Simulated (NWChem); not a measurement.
Species: CH6BP; SMILES PBC

```xyz
9

B     -0.6027    -0.5538     0.0158
H     -1.8182    -0.6514    -0.0347
C      0.2867    -1.8422    -0.0441
H      0.0579    -2.4466     0.8643
H      1.3818    -1.6810    -0.0808
H     -0.0150    -2.4930    -0.8939
P      0.0849     1.1993    -0.0592
H      1.2618     1.1352     0.7559
H     -0.7714     1.9260     0.8275
```
Atoms are numbered in this order, from 1.

Program: NWChem. Pople sets run with spherical d functions. Coordinates come from a PBE-D3(BJ)/def2-SVP optimisation. Core excitations by TDA in a window of 1s orbitals, non-relativistic and unshifted: absolute energies depend strongly on the exact-exchange share.

### Question
Predict the results for C K edge, PBE0/6-311G**. Quantities: first 1s excitation (eV); dipole oscillator strength of the first; first state with f > 0.002 (eV); dipole oscillator strength of that state.

### Answer
first 1s excitation (eV): 274.7
dipole oscillator strength of the first: 0.0006
first state with f > 0.002 (eV): 277.8
dipole oscillator strength of that state: 0.0054
